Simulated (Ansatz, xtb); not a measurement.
Species: S2O2 (charge 0, singlet). SMILES: O=[S][S]=O
Structure (B3LYP-D3(BJ)/def2-TZVP (Ansatz, a program for electronic structure) minimum search):
```xyz
4

O     -1.6167     0.8970     0.0336
S     -1.0074    -0.4429     0.0174
S      1.0047    -0.4491    -0.0205
O      1.6223     0.8870    -0.0275
```
Charge 0, spin multiplicity 1.

Harmonic wavenumbers from GFN2-xTB (xtb, at its own minimum), cm⁻¹: 135, 211, 397, 493, 1100, 1170.

Give the harmonic wavenumbers at B3LYP-D3(BJ)/def2-TZVP (Ansatz, finite differences of forces, unscaled).

137, 282, 479, 493, 1139, 1192 cm⁻¹. Zero-point energy 5.3 kcal/mol.

From these and the geometry, give the ideal-gas thermochemistry at 298.15 K and 1 atm (rigid rotor, harmonic oscillator).

Point group C2v, rotational symmetry number 2. Rotational constants 13.22, 3.395, 2.701 GHz. S(trans) 39.60, S(rot) 24.01, S(vib) 5.85, S(elec, spin only) 0.00, S 69.5 cal/(mol K). H(298) - H(0) 3.38 kcal/mol; G - E(el) -12.0 kcal/mol.
